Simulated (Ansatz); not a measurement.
Relaxation of a periodic cell of 14 atoms, H9O4F (contents 4 H2O + 1 HF, density as packed 0.99 g/cm³ with natural masses), to a largest force component of 0.3 eV/Å in at most 15 steps.

Level of theory: Ansatz 0.2.0, DFT PBEsol, scalar-relativistic, plane waves, PAW. Settings: accuracy low, cutoff 420 eV, k mesh 1x1x1, fermi-dirac smearing 0.02 eV, no spin polarisation.

```xyz
14
Lattice="5.3601 0.0000 0.0000 0.0000 5.3601 0.0000 0.0000 0.0000 5.3601" Properties=species:S:1:pos:R:3
O 1.894 4.882 2.244
H 0.988 4.892 1.901
H 2.426 5.218 1.509
O 4.268 1.193 1.338
H 4.525 1.325 0.414
H 4.590 1.988 1.787
O 3.580 -0.214 4.238
H 3.579 -0.220 3.269
H 3.076 0.580 4.468
O 0.519 2.054 3.798
H 0.365 2.979 3.556
H 0.580 1.596 2.947
F 2.913 2.868 4.874
H 2.462 2.062 4.740
```

Where does it end, and by what steps?

The run converged. The threshold is loose, so the end isn't yet a minimum. Limits of this set-up: coarse k mesh, low accuracy level. After 14 steps the energy has fallen by 2.367 eV; H11 moved furthest, 1.26 Å.

```json
{"step": "0", "energy less start (eV)": "0.0000", "largest force component (eV/Å)": "0.960", "accepted": "yes"}
{"step": "1", "energy less start (eV)": "-0.5141", "largest force component (eV/Å)": "1.227", "accepted": "yes"}
{"step": "2", "energy less start (eV)": "-0.8835", "largest force component (eV/Å)": "1.292", "accepted": "yes"}
{"step": "3", "energy less start (eV)": "-1.2123", "largest force component (eV/Å)": "2.324", "accepted": "yes"}
{"step": "4", "energy less start (eV)": "-1.4598", "largest force component (eV/Å)": "1.738", "accepted": "yes"}
{"step": "5", "energy less start (eV)": "-1.6547", "largest force component (eV/Å)": "0.955", "accepted": "yes"}
{"step": "6", "energy less start (eV)": "-1.7622", "largest force component (eV/Å)": "0.637", "accepted": "yes"}
{"step": "7", "energy less start (eV)": "-1.8638", "largest force component (eV/Å)": "0.775", "accepted": "yes"}
{"step": "8", "energy less start (eV)": "-1.9362", "largest force component (eV/Å)": "0.738", "accepted": "yes"}
{"step": "9", "energy less start (eV)": "-1.9956", "largest force component (eV/Å)": "0.423", "accepted": "yes"}
{"step": "10", "energy less start (eV)": "-2.0631", "largest force component (eV/Å)": "0.672", "accepted": "yes"}
{"step": "11", "energy less start (eV)": "-2.1611", "largest force component (eV/Å)": "0.455", "accepted": "yes"}
{"step": "12", "energy less start (eV)": "-2.2440", "largest force component (eV/Å)": "0.317", "accepted": "yes"}
{"step": "13", "energy less start (eV)": "-2.3120", "largest force component (eV/Å)": "0.306", "accepted": "yes"}
{"step": "14", "energy less start (eV)": "-2.3669", "largest force component (eV/Å)": "0.151", "accepted": "yes"}
```

```xyz
14
Lattice="5.3601 0.0000 0.0000 0.0000 5.3601 0.0000 0.0000 0.0000 5.3601" Properties=species:S:1:pos:R:3
O 1.814 4.709 2.083
H 1.008 5.207 1.725
H 2.230 4.310 1.287
O 5.132 0.667 1.110
H 4.605 0.334 0.328
H 4.549 1.331 1.511
O 3.217 0.173 4.698
H 2.964 -0.034 3.775
H 2.827 1.060 4.915
O 0.996 2.748 3.532
H 1.304 3.531 2.932
H 1.107 1.949 2.986
F 2.304 2.547 5.529
H 1.709 2.672 4.672
```

The run took 13 s on 1 thread of Arm Neoverse V1 (shared host), peak memory 0.29 GiB.
